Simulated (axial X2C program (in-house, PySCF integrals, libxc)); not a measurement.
**InN⁻: from the spin-free to the two-component result**

Computed with an axial X2C code built on PySCF integrals. Spin-free means the one-electron spin-free X2C Hamiltonian; two-component (2c) means X2C with spin–orbit coupling and atomic mean-field two-electron Coulomb and Gaunt terms, so the difference of the two also holds small scalar two-electron terms. Basis: In dyall-acv3z [12s13p10d5f1g], N dyall-av3z [7s7p3d2f] (cores contracted in-house); Gaussian nuclei, density fitting, unrestricted open shells. Masses: In 114.904 u, N 14.003 u.

Spin-free state: M_S = 1/2, Λ = 1 (beyond evenly filled blocks: π+α, π+β, π-α); fragments In- + N.

| level | Re (Å) | ωe (cm⁻¹) | De (eV) | μ (D) |
| --- | --- | --- | --- | --- |
| PBE0 | 2.047 | 541.1 | 2.501 | -3.74 |
| HF | 2.203 | 408.9 | 0.347 | -1.95 |
| CCSD | 2.068 | 525.5 | 2.106 | n/a |
| CCSD(T) | 2.058 | 553.5 | 2.305 | n/a |
| BHandHLYP | 2.065 | 488.2 | 2.197 | -3.84 |

Correlated methods: 9 electrons correlated (number of frozen shells: In 4 s, 3 p, 2 d; N 1 s), 291 virtual spin orbitals or spinors in MP2, 90 natural virtuals in coupled cluster.

Dipoles are positive if N is the positive end and refer to the centre of mass.

(1) Within this multiplet, which Ω should lie lowest by the rule for regular and inverted multiplets?

Two-component determinant lowest at the distance of the search:

Ω = 3/2 (⟨Sz⟩ = 0.50, ⟨Lz⟩ = 1.00 at HF); fragments In- + N.

| level | Re (Å) | ωe (cm⁻¹) | μ (D) |
| --- | --- | --- | --- |
| PBE0 | 2.049 | 535.5 | -3.67 |
| HF | 2.203 | 406.4 | -1.97 |
| CCSD | 2.071 | 519.7 | n/a |
| CCSD(T) | 2.061 | 546.8 | n/a |
| BHandHLYP | 2.068 | 484.2 | -3.74 |

(2) From the two tables, how do the constants change at the CCSD(T) level (2c against spin-free)?

The state is a single determinant with fixed occupations, the lowest that a limited PBE0 search found. De is counted from the lowest determinant-based energies of the atoms at the same level, without counterpoise correction. De is not given where an atomic determinant may have missed its ground term or J level, or where the truncated virtual space spoils (T). Density functionals use the spin component along the axis (collinear). Coupled cluster ran in a truncated set of natural virtual spinors; the MP2 energy of the rest was added. (T) has no such correction and the atoms are truncated less, which lowers De at CCSD(T) by a hundredth of an eV or more. Other states lie close and PBE0, whose exact exchange favours high spin, may order them wrongly; the determinant shown need not be the ground state. The nearest other spin-free determinant of the search, M_S = 1/2, Λ = 0, lies 0.12 eV up at the distance of the search. The functionals have no current-density term, which raises determinants with orbital currents, atoms included. The highest occupied level of some functionals is positive through self-interaction error; at Hartree–Fock it is bound. The determinant is spin-polarised beyond a pure state at some levels (its spin-free form has ⟨S²⟩ too high), which makes Re and μ there less reliable. The T1 diagnostic is large, a sign of multireference character. The stretched end of a curve changes character and is left out. With the outer-core shells frozen, correlated bond lengths of heavy atoms tend to come out a few hundredths of an ångström too long. Hartree–Fock gets electron affinities wrong, so its lowest charge split need not be the true one.

## Answers

(1) The open π shell holds three electrons, one hole, so the multiplet is inverted: Ω = Λ + 1/2 = 3/2. The PBE0 2c search agrees, though Ω = 1/2 of the search lies only 0.08 eV higher.

(2) At the CCSD(T) level Re rises by 0.003 Å and ωe goes down by 6.7 cm⁻¹.
